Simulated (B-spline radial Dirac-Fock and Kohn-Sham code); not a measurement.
Z = 21 (scandium), transition energy 56.5 keV. These are calculated numbers from a radial B-spline solver; the model is a Dirac-Hartree-Slater potential of the neutral atom with a Latter tail (no hole, which puts coefficients of high multipoles low close above an edge), finite nucleus with surface currents. Subshells that would emit electrons below 1 keV are left out.

Question: A pure transition shows α(K) = 0.137, L1/L2 = 40.6 and L1/L3 = 22.2. What is its multipolarity?
A. E1
B. M2
C. E2
D. M3
E. E3
F. M1
G. E4
H. M4

Answer: A. For comparison, α(K), L1/L2, L1/L3 are E2 2.62, 10.8, 6.48; E3 41.4, 3.29, 2.07; E4 627, 1.34, 0.861; M1 0.0663, 32.0, 66.6; M2 1.15, 15.9, 17.3; M3 19.1, 9.58, 5.36; M4 318, 6.55, 2.52.
